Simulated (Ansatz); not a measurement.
```xyz
2

O     0.0000    0.0000   -0.1085
H     0.0000    0.0000    0.8679
```

Basis set: 6-31G* (spherical functions). Left uncorrelated: 1 orbital. Charge 0, multiplicity 2.

Computed with Ansatz (development build ahead of 0.2.0); each method stands on the lowest determinant of its kind that the runs found.

Task: Give the atomization energy at this shape (free ground-state atoms in the same class of orbitals less the molecule, no zero-point energy) of doublet OH by UHF-MP2, UHF.

Result:

```csv
method,atomization energy
UHF-MP2,372.9 kJ/mol
UHF,260.8 kJ/mol
```
